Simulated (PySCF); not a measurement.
**Correlation energy of Cr+ (chromium, charge +1)**

[Ar] 3d4 4s1, high-spin 6D determinant (an excited configuration). Computed with PySCF 2.14 in def2-QZVPPD, with the non-relativistic Hamiltonian (point nucleus). Frozen: [Ne]; 13 electrons correlated.

```tsv
level	correlation energy (mhartree)
CCSD	-386.58
(T)	-8.97
CCSD(T)	-395.55
```

Diagnostics: T1 = 0.0093, D1 = 0.0365, largest double amplitude 0.018.

Task: Is a single reference adequate?

Result: Yes: T1 lies below 0.03 and no double amplitude reaches 0.07.

This basis was not built for core-valence correlation, so the inner-shell part is incomplete.
